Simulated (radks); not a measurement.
The numbers below are computed, except where a source is named.
Spherical jellium clusters: N electrons in a uniform positive sphere of charge N and radius rs N^(1/3), rs = 2.85 bohr. Level of theory: non-relativistic Kohn-Sham, LDA (Slater exchange, Perdew-Wang correlation), spin-polarised, spherical densities (a radial shooting solver with Libxc functionals). Levels are named by radial order and angular momentum (1s, 1p, 1d, 2s, ...), and open shells are averaged over m.

N = 4, configuration 1s2 1p(up 2, down 0). This is the lowest configuration that the search found. Occupied and some empty levels:

level,occupation,eigenvalue (eV),<r> (bohr)
1s up,1,-6.1770,3.368
1s down,1,-5.4231,3.351
1p up,2,-3.1295,4.609
1p down,0,-2.3818,4.804
2s up,0,-0.82642,7.809
2s down,0,-0.56710,8.700
1d up,0,-0.40812,7.045

Energy (eV): total -4.22171, kinetic 11.907, external -106.00, Hartree 49.329, exchange-correlation -17.201, background 57.742.
